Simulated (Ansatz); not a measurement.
Reaction (ligand exchange at the Al–Cl bond): `[CH3][Al]([NH2])[Cl]` + HBr → `[CH3][Al]([NH2])[Br]` + HCl

Isolated molecules relaxed with PBE0-D4/def2-TZVP in Ansatz; ΔE leaves out vibrations. CCSD(T)/CBS adds triple-zeta CCSD(T) − MP2 to the extrapolated MP2 energy (def2 sets, frozen cores). This one scheme is used for every species. Functionals use def2-TZVPP. B3LYP here is the variant with VWN-RPA as its local correlation; programs differ in this. For Br outer-core shells are correlated without core-valence functions, which leaves a few kJ/mol of doubt a bond. Scalar relativity is left out up to krypton. Each species was taken in one conformer, which may not be the lowest.

| level | ΔE (kJ/mol) |
| --- | --- |
| PBE-QIDH | -1.9 |
| B3LYP | 2.9 |
| RPA@PBE/def2-TZVPP | -0.1 |
| HF/def2-SVP | 5.5 |

(1) What does CCSD(T)/CBS give? (Estimate.)

Largest T1 diagnostic among the species: 0.009.

Answers

(1) Computed: -1.2 kJ/mol. The listed levels differ from it by -0.7, 4.1, 1.1, 6.7 kJ/mol.

Leaving LDA and LC-ωPBE aside and taking each functional with its dispersion term where it has one, the values, not all of them listed here, spread over 7.1 kJ/mol, from PBE-QIDH to B97M-V. At CCSD(T), def2-SVP lies +5.1 kJ/mol from the extrapolated value and def2-TZVPP +0.3 kJ/mol.
